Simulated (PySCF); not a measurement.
Te(Cl)(SMe) (CH3ClSTe), SMILES CS[Te]Cl.

Geometry: B3LYP-D3(BJ)/def2-SVP. This is a generated structure with no PubChem entry under its InChIKey; it may be hypothetical. The def2 effective core potentials stand for the cores of Te; spin–orbit coupling is left out. Other conformers were not sampled.

Two levels are set side by side: TDDFT-PBE/def2-SVPD (PySCF) and TDDFT-LC-ωPBE/def2-SVPD (PySCF). Vertical, same geometry. The lowest singlet is HOMO→LUMO 100 % with PBE and HOMO→LUMO 95 % with the other functional; states are paired by order. Differences are taken from unrounded values.

| quantity | TDDFT-LC-ωPBE |
|---|---|
| lowest singlet excitation (eV) | 2.57 |
| lowest triplet excitation (TDA) (eV) | 1.84 |
| first bright state (f over 0.05) (eV) | 6.57 |
| its oscillator strength | 0.10 |

Task: What does TDDFT-PBE give, and how far is it from TDDFT-LC-ωPBE? (The exact figures need the calculation; the answer reports its results.)

Result: 
| quantity | TDDFT-PBE | TDDFT-PBE minus TDDFT-LC-ωPBE |
|---|---|---|
| lowest singlet excitation (eV) | 2.35 | -0.22 |
| lowest triplet excitation (TDA) (eV) | 1.73 | -0.10 |
| first bright state (f over 0.05) (eV) | 5.28 | -1.29 |
| its oscillator strength | 0.08 | -0.02 |

Functionals without exact exchange tend to place singlet excitations lower, as here. Differences between two approximate levels are no errors against the true value.

Rough cost on one machine, each run with all the roots and properties that it gave: TDDFT-LC-ωPBE against TDDFT-PBE about 5 times.
